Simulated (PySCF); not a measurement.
H$_{4}$GaP, singlet, at a GFN2-xTB geometry (such geometries of metal compounds can be far from the true shape); CAMB3LYP/def2-TZVP, polarisability in PySCF.

PySCF was given this input:
```python
from pyscf import gto, scf, dft
from pyscf.prop import polarizability

mol = gto.Mole()
mol.atom = '''
    Ga    0.079957   -0.344745   -0.667919
    H    -1.093462   -0.798654   -1.647957
    H     1.479729   -0.679029   -1.360199
    P    -0.204501    0.614461    1.435881
    H    -0.847590    1.715753    0.850437
    H     1.050172    1.232110    1.324999
'''
mol.basis = 'def2-tzvp'
mol.charge = 0
mol.spin = 0
mol.verbose = 4
mol.build()

mf = dft.RKS(mol)
mf.xc = 'camb3lyp'
mf.kernel()
alpha = mf.Polarizability().polarizability()[2, 2]
print('alpha_zz =', alpha)
```

The log (banner, timings and long lists left out):

```
site-packages/pyscf/prop/efg/rhf.py:45: UserWarning: Module EFG is under testing
  warnings.warn('Module EFG is under testing')
site-packages/pyscf/prop/efg/dhf.py:30: UserWarning: Module EFG is under testing
  warnings.warn('Module EFG is under testing')
site-packages/pyscf/prop/zfs/uhf.py:40: UserWarning: Module ZFS is under testing
  warnings.warn('Module ZFS is under testing')
site-packages/pyscf/prop/gtensor/uhf.py:43: UserWarning: Module g-tensor is under testing
  warnings.warn('Module g-tensor is under testing')
site-packages/pyscf/prop/gtensor/uks.py:41: UserWarning: Module g-tensor is under testing
  warnings.warn('Module g-tensor is under testing')
site-packages/pyscf/prop/hfc/uks.py:35: UserWarning: Module HFC is under testing
  warnings.warn('Module HFC is under testing')
site-packages/pyscf/prop/magnetizability/rhf.py:39: UserWarning: Module magnetizability is under testing
  warnings.warn('Module magnetizability is under testing')
site-packages/pyscf/prop/magnetizability/uhf.py:37: UserWarning: Module magnetizability is under testing
  warnings.warn('Module magnetizability is under testing')
site-packages/pyscf/prop/magnetizability/rks.py:37: UserWarning: Module magnetizability is under testing
  warnings.warn('Module magnetizability is under testing')
site-packages/pyscf/prop/magnetizability/uks.py:39: UserWarning: Module magnetizability is under testing
  warnings.warn('Module magnetizability is under testing')
site-packages/pyscf/prop/polarizability/uhf.py:34: UserWarning: Module polarizability is under testing
  warnings.warn('Module polarizability is under testing')
site-packages/pyscf/prop/polarizability/rks.py:29: UserWarning: Module polarizability is under testing
  warnings.warn('Module polarizability is under testing')
site-packages/pyscf/prop/polarizability/uks.py:29: UserWarning: Module polarizability is under testing
  warnings.warn('Module polarizability is under testing')
PySCF version 2.14.0

[INPUT] verbose = 4
[INPUT] num. atoms = 6
[INPUT] num. electrons = 50
[INPUT] charge = 0
[INPUT] spin (= nelec alpha-beta = 2S) = 0
[INPUT] symmetry False subgroup None
[INPUT] Mole.unit = angstrom
[INPUT] Symbol           X                Y                Z      unit          X                Y                Z       unit  Magmom
[...]
nuclear repulsion = 155.11427273035
number of shells = 45
number of NR pGTOs = 195
number of NR cGTOs = 109
basis = def2-tzvp
ecp = {}

******** <class 'pyscf.dft.rks.RKS'> ********
method = RKS
initial guess = minao
damping factor = 0
level_shift factor = 0
DIIS = <class 'pyscf.scf.diis.CDIIS'>
diis_start_cycle = 1
diis_space = 8
diis_damp = 0
SCF conv_tol = 1e-09
SCF conv_tol_grad = None
SCF max_cycles = 50
direct_scf = True
direct_scf_tol = 1e-13
XC library pyscf.dft.libxc version 7.1.2
    S. Lehtola, C. Steigemann, M. J. T. Oliveira, and M. A. L. Marques,  SoftwareX 7, 1–5 (2018)
XC functionals = camb3lyp
    T. Yanai, D. P. Tew, and N. C. Handy,  Chem. Phys. Lett. 393, 51 (2004)
radial grids:
    Treutler-Ahlrichs [JCP 102, 346 (1995); DOI:10.1063/1.469408] (M4) radial grids

becke partition: Becke, JCP 88, 2547 (1988); DOI:10.1063/1.454033
pruning grids: <function nwchem_prune>
grids dens level: 3
symmetrized grids: False
atomic radii adjust function: <function treutler_atomic_radii_adjust>
small_rho_cutoff = 0
Set gradient conv threshold to 3.16228e-05
Initial guess from minao.
tot grids = 79320
init E= -2268.0493625346
[...]
cycle= 1 E= -2268.67813055512  delta_E= -0.629  |g|= 0.717  |ddm|= 1.73
[...]
cycle= 2 E= -2268.66427767529  delta_E= 0.0139  |g|= 0.886  |ddm|= 0.698
[...]
cycle= 3 E= -2268.72533208788  delta_E= -0.0611  |g|= 0.0198  |ddm|= 0.37
[...]
cycle= 4 E= -2268.72548535968  delta_E= -0.000153  |g|= 0.00776  |ddm|= 0.0342
[...]
cycle= 5 E= -2268.72550992375  delta_E= -2.46e-05  |g|= 0.00287  |ddm|= 0.0115
[...]
cycle= 6 E= -2268.72551265349  delta_E= -2.73e-06  |g|= 0.000485  |ddm|= 0.00371
[...]
cycle= 7 E= -2268.72551277417  delta_E= -1.21e-07  |g|= 0.000153  |ddm|= 0.000972
[...]
cycle= 8 E= -2268.72551278651  delta_E= -1.23e-08  |g|= 3.12e-05  |ddm|= 0.000309
[...]
cycle= 9 E= -2268.72551278746  delta_E= -9.54e-10  |g|= 7.41e-06  |ddm|= 9.05e-05
[...]
Extra cycle  E= -2268.7255127875  delta_E= -3.55e-11  |g|= 6.37e-06  |ddm|= 1.54e-05
converged SCF energy = -2268.7255127875
Isotropic polarizability 58.2132705141
Polarizability anisotropy 20.0027280666
alpha_zz = 71.35009214426617
```
